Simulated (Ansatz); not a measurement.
CClNSi, SMILES `[C-]#[N+][Si]Cl` (lower singlet) (charge 0, multiplicity 1). This singlet lies 2.19 eV below the relaxed triplet at the level frozen-core CCSD(T)/cc-pVTZ // PBE0-D3(BJ)/def2-TZVP (Ansatz, an electronic-structure program).

Cartesian coordinates (Å):
```xyz
4

C     -1.9143    -0.3765    -0.0752
N     -0.8017     0.0055    -0.0158
Si     0.6725     0.9568     0.1061
Cl     2.0434    -0.5859    -0.0152
```
Charge 0, multiplicity 1.

Frozen-core energies in cc-pVDZ from Ansatz at a geometry from PBE0-D3(BJ)/def2-TZVP; the HF reference has <S^2> = 0.00 (restricted, and unstable towards unrestricted orbitals) and the T1 diagnostic is 0.017.

```
level     energy (Ha)  difference from CCSDT(Q) (mHa)
--------  -----------  ------------------------------
HF         -840.77450                          519.48
MP2        -841.24011                           53.87
CCSD       -841.27235                           21.64
CCSD(T)    -841.29136                            2.62
CCSDT      -841.29227                            1.71
CCSDT(Q)   -841.29399                            0.00
```
